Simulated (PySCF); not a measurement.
C4H8BF, SMILES CB(C)/C=C\F.

Coordinates come from a B3LYP-D3(BJ)/def2-SVP optimisation. The structure was generated by enumeration; whether it is a known compound was not checked. Other conformers were not sampled.

Calculation: PySCF with PBE/def2-TZVP.

Gas-phase values at a fixed geometry.

```
Item                                                                                                           Result
---------------------------------------------------------------------------------------------  ----------------------
total energy                                                                                       -281.67573 hartree
highest occupied level                                                                                       -6.69 eV
lowest empty level                                                                                           -2.34 eV
orbital gap                                                                                                   4.35 eV
dipole moment                                                                                                  1.09 D
quadrupole, principal values (traceless, Buckingham form, about the centre of nuclear charge)  -3.66, -0.94, 4.60 D·Å
mean static polarisability                                                                       66.9 bohr³ (9.92 Å³)
polarisability, principal values                                                               47.8, 67.0, 86.0 bohr³
```
